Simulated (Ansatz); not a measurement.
`C1N[SiH2]S[SiH2]1`. The species carries charge 0 and has multiplicity 1. The geometry is a stationary point of PBE0-D4/def2-TZVP.

```xyz
12

C    -0.403   -1.083    0.321
N    -1.046    0.218    0.410
Si   -0.123    1.667    0.395
S     1.664    1.127   -0.653
Si    0.992   -0.884   -0.937
H    -1.106   -1.832   -0.058
H    -0.015   -1.454    1.280
H    -1.969    0.212    0.815
H    -0.883    2.747   -0.285
H     0.285    2.185    1.732
H     0.482   -1.084   -2.319
H     2.122   -1.818   -0.702
```

Q: What is the dipole moment at r2SCAN/def2-TZVPP? (Estimate.)

A: Computed: 2.59 D, with components (-1.91, -1.44, 0.99) D in this frame, pointing from negative to positive charge.

Q: And with PBE, B3LYP, ωB97M-V? (Estimate.)

A: Ansatz gave: PBE 2.52 D, B3LYP 2.53 D, ωB97M-V 2.54 D.

Q: Give the Mulliken charges with r2SCAN, PBE, ωB97M-V in def2-TZVPP. (Best estimate.)

A: Computed: 
```tsv
atom	r2SCAN	PBE	ωB97M-V
C1	-0.13	-0.18	-0.26
N2	-0.35	-0.27	-0.30
Si3	0.50	0.37	0.36
S4	-0.36	-0.30	-0.30
Si5	0.41	0.31	0.29
H6	0.07	0.10	0.12
H7	0.07	0.10	0.13
H8	0.12	0.13	0.09
H9	-0.08	-0.06	-0.03
H10	-0.10	-0.08	-0.05
H11	-0.08	-0.06	-0.03
H12	-0.08	-0.06	-0.02
```

B3LYP here is the variant with VWN-RPA as its local correlation; programs differ in this.
